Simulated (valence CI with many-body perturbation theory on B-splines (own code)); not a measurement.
The numbers below are computed, except where a source is named.
## From CI to CI+MBPT in Hf³³⁺

Method: relativistic CI+MBPT: three valence electrons over a frozen Dirac-Fock core [Kr], a basis of 9 s, 9 p, 10 d, 8 f, 5 g, 3 h, 1 i functions for each j, with the one-electron correlation potential Σ1, the two-electron term Σ2, the three-electron term Σ3, Breit, model QED; selected CI, second order for the rest (own B-spline code, finite nucleus).

The last digits are not significant, and no measured levels were compared; by estimate large intervals hold to a few tenths of a per cent, small ones and those within an open d or f shell to about a per cent. Only levels of the ground parity were solved; by the run's estimate the other parity begins above the list, which can be wrong where configurations are misplaced.

Each rung adds one term. CI alone is the Dirac-Coulomb CI over the frozen core; QED comes last and gives the full result, which names the levels. Energies are above (4d3/2^3) J=3/2 on the same rung, in cm⁻¹.

Levels are named by their leading jj configuration (3d3/2^4 stands for four electrons in 3d with j = 3/2), which in mixed levels can hold well under half, so a name can repeat and another be missing. Letters in brackets count levels of one name in rising energy.

```tsv
Level	CI alone	+ Σ1	+ Σ2	+ Σ3	+ Breit	Full
(4d3/2^2 4d5/2) J=5/2 [a]	103073	103739	104024	104221	101473	101809
(4d3/2^2 4d5/2) J=3/2	122676	123314	122693	123125	120650	120971
(4d3/2^2 4d5/2) J=7/2	134367	135086	133747	133639	130263	130614
(4d3/2^2 4d5/2) J=9/2	139050	139751	137319	137258	133710	134045
(4d3/2^2 4d5/2) J=1/2	138124	138780	137685	138100	135444	135775
(4d3/2^2 4d5/2) J=5/2 [b]	198878	199645	197957	197611	194551	194933
(4d3/2 4d5/2^2) J=7/2 [a]	235674	236984	236873	236867	231355	232016
(4d3/2 4d5/2^2) J=9/2	249276	250635	249599	249775	243662	244341
(4d3/2 4d5/2^2) J=3/2 [a]	260775	262093	262522	262308	257141	257811
(4d3/2 4d5/2^2) J=1/2	269174	270503	270312	270795	265475	266149
(4d3/2 4d5/2^2) J=11/2	281385	282771	279340	279300	272780	273456
(4d3/2 4d5/2^2) J=5/2 [a]	280289	281558	279100	278442	273374	274013
(4d3/2 4d5/2^2) J=5/2 [b]	299203	300584	298769	298148	292519	293207
(4d3/2 4d5/2^2) J=7/2 [b]	306795	308144	304571	304126	298331	298998
(4d3/2 4d5/2^2) J=3/2 [b]	352039	353482	354299	353823	348298	349025
(4d5/2^3) J=9/2	378444	380454	380190	380014	371478	372491
(4d5/2^3) J=3/2	421567	423483	422035	421389	413806	414775
(4d5/2^3) J=5/2	448652	450606	451699	450795	443086	444079
```

Question: How does the ionisation energy move along the ladder, and which term matters most?

Answer: CI alone 1360.0, + Σ1 1362.7, + Σ2 1364.4, + Σ3 1364.4, + Breit 1363.6, + QED 1363.6 eV. The largest step is Σ1, 2.8 eV. NIST lists 1362 ± 5 eV (theoretical).
